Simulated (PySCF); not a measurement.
Ge(H)(Br)(OH)2, H3BrGeO2, SMILES [OH][GeH]([OH])[Br] at its PBE0/def2-SVP optimised geometry (Å):

```
7

Ge    -0.4654    -0.5374     0.0000
O     -0.8901     1.1776     0.0000
O     -1.0970    -1.3276     1.4445
Br     1.8266    -0.5374     0.0000
H     -1.0194    -1.3178    -1.1904
H     -1.8266     1.3178     0.1855
H     -0.6727    -1.0283     2.2573
```

Calculation: PBE0/def2-TZVP (PySCF). Cells within 0.4 Å of a nucleus heavier than hydrogen are left out (blank, or x).

Map of the log10 of the electron density (e/bohr³), floored at −4 on the plane z = 0.0 Å:

```
|00000000000000000000000000000|
|00000000000000000000000000000|
|00000000000000000000000000000|
|00000000011111000000000000000|
|00000001222222110000000000000|
|00000122334443321000000000000|
|00001233455554432100000000000|
|00012345566766542211111000000|
|00012456778887543222222110000|
|0001345788xx97653333333221100|
|0001346788xxx8654344444332110|
|00012456789x87654455555443210|
|00012345678887655566666554321|
|00001234567777666667777654321|
|00001234567898766778888765431|
|000012345679xx977779xx9765432|
|00001234567xxx97778xxx9765432|
|000012345679xx877779xx8765432|
|00001234556788766677887765421|
|00001223456666655667777654321|
|00000123445555555556666544321|
|00000122344444444445555443210|
|00000012233333333334444332100|
|00000001222222222223333221000|
|00000000111111111112221110000|
|00000000000000000001110000000|
|00000000000000000000000000000|
|00000000000000000000000000000|
|00000000000000000000000000000|
```
Scale: ten equal steps from -4.00 (start of '0') to 0.156 (end of '9'), in the order '0123456789'; x runs from -4.00 to 4.00, y from -4.00 (bottom) to 4.00 (top).
